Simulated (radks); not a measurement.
Task: Species: Re. Configuration: [Xe] 4f14 5d3 6s2 6p2 (not the ground configuration). Method: Dirac Kohn-Sham, BLYP, spin-unpolarised, spherical densities, point nucleus; open shells fill j = l - 1/2 first; computed with a radial shooting solver on a logarithmic mesh with Libxc functionals.

Spin-orbit splittings of the eigenvalues, e(l+1/2) - e(l-1/2), with zeta = 2 splitting/(2l+1) and mean radii in bohr:

| shell | occ. | splitting (eV) | zeta (eV) | <r> j=l-1/2 | <r> j=l+1/2 |
|---|---|---|---|---|---|
| 2p | 6 | 1440 | 960.2 | 0.06246 | 0.07053 |
| 3p | 6 | 312.8 | 208.5 | 0.1870 | 0.2019 |
| 3d | 10 | 67.89 | 27.16 | 0.1765 | 0.1811 |
| 4p | 6 | 73.01 | 48.67 | 0.4450 | 0.4785 |
| 4d | 10 | 13.48 | 5.394 | 0.4935 | 0.5049 |
| 4f | 14 | 2.515 | 0.7185 | 0.5753 | 0.5840 |
| 5p | 6 | 11.24 | 7.494 | 1.128 | 1.225 |
| 5d | 3 | 1.059 | 0.4236 | 1.714 | 1.774 |
| 6p | 2 | ? | ? | 3.648 | 4.088 |

Estimate the 6p splitting.

Result: 0.8538 eV (zeta = 0.5692 eV).
